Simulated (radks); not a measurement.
The numbers below are computed, except where a source is named.
Charge is removed step by step from the 5p3/2 level of the holmium ion Ho3+, starting from [Kr] 4d10 4f10 5s2 5p(1/2: 2, 3/2: 4). Code: a radial shooting solver on a logarithmic mesh with Libxc functionals. Model: Dirac Kohn-Sham, PBEsol, spin-unpolarised, spherical densities, point nucleus; open shells fill j = l - 1/2 first.

| removed (e) | E - E(0) (eV) | eigenvalue (eV) | E minus straight line (eV) |
|---|---|---|---|
| 0 | 0.000 | -52.882 | 0.000 |
| 0.1 | 5.358 | -54.275 | -0.636 |
| 0.2 | 10.855 | -55.675 | -1.133 |
| 0.3 | 16.493 | -57.082 | -1.489 |
| 0.4 | 22.272 | -58.495 | -1.705 |
| 0.5 | 28.192 | -59.915 | -1.779 |
| 0.6 | 34.255 | -61.341 | -1.710 |
| 0.7 | 40.461 | -62.774 | -1.498 |
| 0.8 | 46.810 | -64.212 | -1.143 |
| 0.9 | 53.303 | -65.657 | -0.644 |
| 1 | 59.942 | -67.108 | 0.000 |

Removing the whole electron costs 59.942 eV by Delta-SCF, against 52.882 eV from minus the eigenvalue at the starting occupation. Slater's transition state (half an electron removed) gives 59.915 eV. Integrating minus the eigenvalue over the occupation (Janak's theorem) gives 59.942 eV. The mean slope of the eigenvalue, de/dn, is 14.2 eV per electron.
